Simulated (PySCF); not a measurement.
## TDDFT excited states: C5H3F3S

Species: C5H3F3S.
SMILES: `C#C/C=C/SC(F)(F)F`

Computed, not measured: PySCF, TDDFT PBE0/def2-SVPD, vertical, gas phase, core orbitals frozen in the response. The structure is a single GFN2-xTB conformer in the gas phase; no vibrational or solvent corrections. Torsions of this conformer, `[CH:1]#[C:2]/[CH:3]=[CH:4]/[S:5][C:6]([F:7])([F:8])[F:9]`: C3–C4–S5–C6 166°, C4–S5–C6–F7 -61°.

**Question.** What does the calculation give for the low-lying excited states?

**Answer.** 

```tsv
state	E (eV)	E (kJ/mol)	λ (nm)	f	|μ| (D)	main configurations (H = HOMO, L = LUMO)
S1	4.85	468	255.5	0.116	2.51	H→L+1 (66%), H→L (30%)
S2	5.06	488	245.2	0.367	4.37	H→L (64%), H→L+1 (30%)
S3	5.29	511	234.3	0.0001	0.08	H-1→L (97%)
S4	6.09	588	203.5	0.0001	0.06	H→L+2 (60%), H→L+3 (22%)
S5	6.35	613	195.3	0.0055	0.48	H-2→L (83%)
S6	6.62	639	187.3	0.016	0.79	H→L+3 (64%), H→L+2 (28%)
```

Triplets, Tamm–Dancoff:

| state | E (eV) | λ (nm) | main configurations (H = HOMO, L = LUMO) |
| --- | --- | --- | --- |
| T1 | 3.08 | 402.2 | H→L (94%) |
| T2 | 4.52 | 274.3 | H→L+1 (89%) |

The lowest singlet lies at 4.85 eV (256 nm, ultraviolet) and is of moderate strength; its leading configuration is HOMO→LUMO+1 (66%). The strongest level in the table is S2 at 5.06 eV (245 nm, f = 0.367). Löwdin shares by element: HOMO carbon 50% or more, sulfur 28% (atoms not listed hold the other 22%); LUMO carbon 78% or more (atoms not listed hold the other 22%). The oscillator strengths of these states sum to 0.504; summed over the whole spectrum of an exact calculation they would give the number of electrons, 76 (Thomas–Reiche–Kuhn). The listed states span 1.77 eV, and the widest gap between neighbours is 0.80 eV (S3 to S4). Weighted by f, the mean energy of these states is 5.07 eV. Only the lowest 6 singlets were computed, as vertical energies without vibronic structure.
